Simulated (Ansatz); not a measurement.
Basis-set extrapolation for `CO[SiH2][SiH2]O` (PBE0-D4/def2-TZVP geometry, frozen core, the Gaussian-basis code of Ansatz). Multiplicity 1, RHF reference.

```
                      def2-TZVPP   def2-QZVPP
                 HF  -770.296878  -770.324852
    MP2 correlation    -0.898204    -0.967564
CCSD(T) correlation    -0.983816      not run
```

Energies in hartree. Use E(X) = E(∞) + A·exp(−7.88·√X) for Hartree–Fock and E(X) = E(∞) + B·X^(−2.97) for correlation, with X = 3 and 4, and add CCSD(T) minus MP2 of the smaller set to the MP2 limit.

**Question.** What is the CCSD(T) energy at the basis-set limit?

**Answer.** HF limit: -770.324852 + (-0.027974) × 0.13774 = -770.32871. MP2 limit: -0.967564 + (-0.069360) × 0.74074 = -1.01894. Higher-order term: -0.983816 − (-0.898204) = -0.08561. Total: -771.43326 hartree, 400.6 kJ/mol below CCSD(T)/def2-TZVPP.
